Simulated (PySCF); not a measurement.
Gas-phase equilibrium of 1 mol ZnCl2, 0.39 mol H2O at 2000 K and 0.133 bar, among 18 species (ClO, O2, HCl, O, HO2, Zn, H2O, H, Zn(OH)2, HOCl, H2O2, O3, H2, ZnH2, ZnCl2, Cl, Cl2, OH). Only gases are allowed; each row takes one source of thermochemistry for all species, and Cantera finds the minimum.

Energies from PySCF, thermal terms from the rigid-rotor harmonic-oscillator model, ideal gas at 1 bar. † marks an energy on the PBE0/def2-TZVP geometry and frequencies. Open shells (unrestricted) among the columns below: O2 (multiplicity 3), Cl (multiplicity 2, electronic degeneracy 6), OH (multiplicity 2, electronic degeneracy 4); the rest are closed-shell singlets. Spin-orbit splitting is ignored; it lowers the true energy and changes the entropy of Cl, OH. B3LYP is the form with VWN-RPA correlation. Zn: all electrons, no relativistic terms. The harmonic model lacks anharmonicity and excited electronic states, which grow with temperature; levels with a mode under 35 cm⁻¹ are left out. Soft modes under 120 cm⁻¹ make the harmonic entropy rough for ZnCl2.

Molecules larger than those listed are left out. Table species left out: Zn+.

Mole fractions:

```json
[
 {"thermochemistry": "B3LYP/def2-TZVP†", "x ZnCl2": "0.28", "x HCl": "0.31", "x Zn": "0.20", "x Cl": "0.099", "x H2O": "0.031", "x O2": "0.077", "x OH": "0.0024"},
 {"thermochemistry": "BLYP/def2-TZVP†", "x ZnCl2": "0.21", "x HCl": "0.33", "x Zn": "0.23", "x Cl": "0.14", "x H2O": "0.0087", "x O2": "0.081", "x OH": "0.00074"},
 {"thermochemistry": "M06-2X/def2-TZVP†", "x ZnCl2": "0.46", "x HCl": "0.21", "x Zn": "0.12", "x Cl": "0.030", "x H2O": "0.12", "x O2": "0.052", "x OH": "0.0031"},
 {"thermochemistry": "PBE/def2-TZVP†", "x ZnCl2": "0.34", "x HCl": "0.33", "x Zn": "0.18", "x Cl": "0.031", "x H2O": "0.035", "x O2": "0.083", "x OH": "0.00075"},
 {"thermochemistry": "r2SCAN/def2-TZVP†", "x ZnCl2": "0.44", "x HCl": "0.24", "x Zn": "0.13", "x Cl": "0.019", "x H2O": "0.097", "x O2": "0.061", "x OH": "0.0034"},
 {"thermochemistry": "ωB97X-V/def2-TZVP†", "x ZnCl2": "0.45", "x HCl": "0.23", "x Zn": "0.13", "x Cl": "0.022", "x H2O": "0.10", "x O2": "0.058", "x OH": "0.0029"}
]
```
The most sensitive of these is H2O: it spans a factor of 10^1.1 over these rows; at this temperature one factor of ten is RT ln 10 = 38 kJ/mol.
